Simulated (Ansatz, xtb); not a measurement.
## Ligand exchange: HBr + GeH3Cl → HCl + GeH3Br

Species: HBr (hydrogen bromide), singlet; GeH3Cl (chlorogermane) `[Cl][GeH3]`, singlet; HCl (hydrogen chloride), singlet; GeH3Br `[GeH3][Br]`, singlet. The partners trade Br for Cl: H–Br and Ge–Cl bonds give way to H–Cl and Ge–Br.

Shapes, held fixed at every level: PBE0-D4/def2-TZVP. Programs: Ansatz 0.2.0, xtb 6.7.1. The zero-point and thermal change to 298 K, harmonic and unscaled (PBE0-D4/def2-TZVP), is +1.3 kJ/mol.

(1) Estimate ΔH(298 K) of this reaction.

Answers

(1) The highest level, CCSD(T)/def2-TZVPP, gives ΔH(298 K) = -7.9 kJ/mol; the levels span -8.3 to +1.3. They disagree on the sign: 1 of 9 are positive. The column of differences is taken from that level and isn't an error. No measured value is set beside it here. Relativity is left out for Br, Ge. Outer-core shells of Br, Ge are correlated, in sets that cover them unevenly. Times are processor times on shared x86 and Arm servers, and rough.

```csv
level,kind,ΔH(298 K) (kJ/mol),less CCSD(T)/def2-TZVPP,CPU time (sum over the molecules)
GFN0-xTB,semi-empirical,+1.3,+9.2,0.17 s
HF/def2-SVP,Hartree–Fock,-2.9,+5.0,–
SPW92/def2-TZVPP,LDA,-7.3,+0.6,3.9 s
BHLYP-D4/def2-TZVPP,global hybrid,-8.3,-0.4,7.3 s
wB97M-V/def2-TZVPP,range-separated hybrid,-7.3,+0.6,26 s
B2PLYP/def2-TZVPP,double hybrid,-7.2,+0.7,12 s
MP2/def2-SVP,perturbation theory,-7.0,+0.9,–
CCSD(T)/def2-SVP,coupled cluster or CI,-4.7,+3.2,7 s
CCSD(T)/def2-TZVPP,coupled cluster or CI,-7.9,0.0,49 s
```
